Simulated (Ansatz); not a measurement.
Reaction R1 + R2 → P1, each structure at its B3LYP-D3(BJ)/def2-TZVP stationary point, reached from a drawn start (curvature not checked).
R1: OH (SMILES [OH]), charge 0, multiplicity 2.
R2: S atom, charge 0, multiplicity 3.
P1: HOS (SMILES [O]S), charge 0, multiplicity 2.

P less R. No zero-point or thermal terms; open shells are unrestricted; no spin–orbit coupling.

Correlated levels freeze the cores.

Programs: Ansatz (a program for electronic structure). Each number belongs to the level named beside it.

Task: One of these levels gives -284.4 kJ/mol for the reaction energy. Which one is it?
(A) MP2/aug-cc-pV(D+d)Z
(B) HF/aug-cc-pV(Q+d)Z
(C) PBE/def2-TZVPPD

Result: A, MP2/aug-cc-pV(D+d)Z. The others give -130.7 (HF/aug-cc-pV(Q+d)Z), -385.4 (PBE/def2-TZVPPD)
